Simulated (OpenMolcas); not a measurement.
# Se+: effect of the active space

```
Program             : OpenMolcas
Method              : CASSCF or its RAS form
Basis               : ANO-R2
Scalar Hamiltonian  : X2C, finite nucleus
Spin-orbit coupling : state interaction with AMFI integrals over the reference wave functions, term energies averaged over their components
```

A. 3 electrons in 3 orbitals (4p); 2S+1 = 4 odd, 1 root; 2S+1 = 2 odd, 8 roots; cost roughly 3 core-seconds
B. 5 electrons in 4 orbitals (4s 4p); 2S+1 = 4 odd, 1 root; 2S+1 = 2 odd, 8 roots; 2S+1 = 4 even, 3 roots; 2S+1 = 2 even, 9 roots; cost of the order of 13 core-seconds
C. 5 electrons in 8 orbitals (4s 4p 5s 5p); 2S+1 = 4 odd, 1 root; 2S+1 = 2 odd, 8 roots; 2S+1 = 4 even, 3 roots; 2S+1 = 2 even, 9 roots; cost about 24 core-seconds
D. 5 electrons in 9 orbitals (RAS2 4s 4p; RAS3 4d, at most 2 electrons); 2S+1 = 4 odd, 1 root; 2S+1 = 2 odd, 8 roots; 2S+1 = 4 even, 3 roots; 2S+1 = 2 even, 9 roots; cost of the order of 30 core-seconds

Energies in cm-1 above 4s2 4p3 4S* 3/2, the measured ground level; measured values from NIST Handbook of Basic Atomic Spectroscopic Data.

```
          Level      A      B      C      D  Measured
4s2 4p3 4S* 3/2    0.0    0.0    0.0    0.0       0.0
4s2 4p3 2D* 3/2  17499  17300  16871  16647     13168
4s2 4p3 2D* 5/2  17903  17918  17535  17111     13784
4s2 4p3 2P* 1/2  29586  25075  24355  26797     23038
4s2 4p3 2P* 3/2  30126  25790  25112  27366     23895
```

Deviations, from unrounded energies. A percentage is the sum of absolute deviations over the sum of measured energies, with the sign that they share, or ± where signs differ.

```json
{"Against measurement": "mean absolute deviation (cm-1)", "Levels": "4", "A": "5300", "B": "3000", "C": "2500", "D": "3500"}
{"Against measurement": "other terms of the ground configuration (%)", "Levels": "4", "A": "+28.7", "B": "+16.5", "C": "+13.5", "D": "+19.0"}
```

C lies closest to measurement on these levels and A furthest from it. The largest miss of C in the table is 4s2 4p3 2D* 5/2, by +3800 cm-1. The ranking rests on the paired levels alone, and a cruder setting can come out closer through cancelling errors.

Among A to D the level of the table that moves most is 4s2 4p3 2P* 1/2, by 5200 cm-1 (lowest in C, highest in A).

Without dynamic correlation excited terms often stand tens of per cent too high (terms of higher spin than the ground term too low), and those without a measured partner can miss by more than the paired ones. With the s shell closed, the reference lacks s² → p² mixing (holds for A). Active for correlation alone: 5p 5s; no level in the range computed is led by a configuration that fills them, so any true level of that kind is missing (holds for C). The run also gave levels led by 4s2 4p2 4d, which use shells meant for correlation; these and all levels above them are left out (holds for D). Computed and measured levels are paired by configuration, term and J; levels that our copy of the source lacks, or whose pairing is in doubt (as where it misses far off the trend of its configuration), stay unpaired and out of the deviations. Only configurations of the active space appear. Levels that lie high or do not pair safely by name in every column are left out.

* marks odd parity.
